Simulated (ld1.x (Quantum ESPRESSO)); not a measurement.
**u(r) = r·R(r): atom against pseudo-atom (O (Z = 8))**

Columns: radius, all-electron u(r) and pseudo u(r) of the 2s shell (level -24.00 eV) of oxygen in the configuration [He] 2s1.5 2p4.5; PBEsol, non-relativistic, PAW scheme, ld1.x (Quantum ESPRESSO) 7.5.

```json
{"r (bohr)": "0.120", "all-electron": "0.4132", "pseudo": "-0.0818"}
{"r (bohr)": "0.240", "all-electron": "0.1225", "pseudo": "-0.2097"}
{"r (bohr)": "0.360", "all-electron": "-0.2699", "pseudo": "-0.3970"}
{"r (bohr)": "0.480", "all-electron": "-0.5890", "pseudo": "-0.6130"}
{"r (bohr)": "0.600", "all-electron": "-0.8010", "pseudo": "-0.8015"}
{"r (bohr)": "0.720", "all-electron": "-0.9167", "pseudo": "-0.9167"}
{"r (bohr)": "0.840", "all-electron": "-0.9590", "pseudo": "-0.9590"}
{"r (bohr)": "0.960", "all-electron": "-0.9504", "pseudo": "-0.9504"}
{"r (bohr)": "1.080", "all-electron": "-0.9091", "pseudo": "-0.9091"}
{"r (bohr)": "1.200", "all-electron": "-0.8487", "pseudo": "-0.8487"}
{"r (bohr)": "1.320", "all-electron": "-0.7786", "pseudo": "-0.7786"}
{"r (bohr)": "1.440", "all-electron": "-0.7051", "pseudo": "-0.7051"}
{"r (bohr)": "1.560", "all-electron": "-0.6322", "pseudo": "-0.6322"}
{"r (bohr)": "1.680", "all-electron": "-0.5625", "pseudo": "-0.5625"}
{"r (bohr)": "1.800", "all-electron": "-0.4975", "pseudo": "-0.4975"}
{"r (bohr)": "1.920", "all-electron": "-0.4378", "pseudo": "-0.4378"}
{"r (bohr)": "2.040", "all-electron": "-0.3837", "pseudo": "-0.3837"}
{"r (bohr)": "2.160", "all-electron": "-0.3351", "pseudo": "-0.3351"}
{"r (bohr)": "2.280", "all-electron": "-0.2919", "pseudo": "-0.2919"}
{"r (bohr)": "2.400", "all-electron": "-0.2536", "pseudo": "-0.2536"}
{"r (bohr)": "2.520", "all-electron": "-0.2200", "pseudo": "-0.2200"}
{"r (bohr)": "2.640", "all-electron": "-0.1904", "pseudo": "-0.1904"}
{"r (bohr)": "2.760", "all-electron": "-0.1647", "pseudo": "-0.1647"}
{"r (bohr)": "2.880", "all-electron": "-0.1422", "pseudo": "-0.1422"}
{"r (bohr)": "3.000", "all-electron": "-0.1227", "pseudo": "-0.1227"}
{"r (bohr)": "3.120", "all-electron": "-0.1057", "pseudo": "-0.1057"}
```

How many radial nodes do the two functions have?

The all-electron 2s function has n − l − 1 = 1; the pseudo-wave has 0, since the states of the same l below it are removed with the core.

At about which radius was the pseudo-wave matched?

0.65 bohr, where the columns begin to agree (steps of 0.12 bohr).

Where does each function peak?

Outermost all-electron maximum near 0.84 bohr, pseudo maximum near 0.84 bohr (to the table’s step).

Is the pseudo-wave norm-conserving?

No, it belongs to a PAW set: the norm inside the radius is not constrained, and the difference is carried by the augmentation charge.
